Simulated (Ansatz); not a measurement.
The same path of Cl₃FH₃O₂Ta (10 atoms, charge 0, multiplicity 1) was run 3 times with different band settings. Lost on the way: Ta1–Cl2, O8–H10. Made: Cl2–H10.

All numbers below come from Ansatz 0.2.0, RKS PBE-D4/def2-SVP.

Relaxed end points:

```xyz
10
Properties=species:S:1:pos:R:3
Ta -0.052 0.069 0.310
Cl 2.136 -0.905 0.430
Cl -0.185 -0.038 2.693
F 0.430 0.663 -1.425
Cl -1.817 1.620 0.296
O -0.981 -1.483 -0.084
H -1.370 -2.369 -0.109
O 1.226 1.917 0.872
H 1.092 2.103 1.826
H 2.163 1.630 0.796
```

```xyz
10
Properties=species:S:1:pos:R:3
Ta -0.632 0.697 0.442
Cl 2.638 -1.229 0.089
Cl -1.032 0.776 2.782
F -0.088 1.231 -1.295
Cl -2.763 1.544 0.053
O -0.535 -1.152 0.214
H 0.339 -1.616 0.125
O 1.135 1.384 0.927
H 1.301 1.560 1.876
H 2.279 0.014 0.392
```

Common settings: movable images 9; climbing image yes; optimiser quadratic models (default); force threshold 0.03 eV/Å; iteration limit 60; end points relaxed.

| run | spring | start path |
| --- | --- | --- |
| 1 | 5.0 eV/Å² | through a guess of the saddle point |
| 2 | 5.0 eV/Å² | straight line |
| 3 | 20.0 eV/Å² | through a guess of the saddle point |

Problem. What does each run give, and how far can it be trusted?

Solution. Run 1: converged after 24 iterations, highest image 0.731 eV above the first end. A vibrational analysis at the climbing image gives one clearly imaginary mode, 97i cm⁻¹: a first-order saddle point.
Run 2: converged after 20 iterations, highest image 0.731 eV above the first end. Another band between the same ends (9 images) ends at a top of the same energy, where a vibrational analysis finds 1 clearly imaginary mode.
Run 3: converged after 36 iterations, highest image 0.731 eV above the first end. Another band between the same ends (9 images) ends at a top of the same energy, where a vibrational analysis finds 1 clearly imaginary mode.
The orbitals stay closed-shell, which can raise the energy where a bond breaks towards radicals; this wasn't checked here.
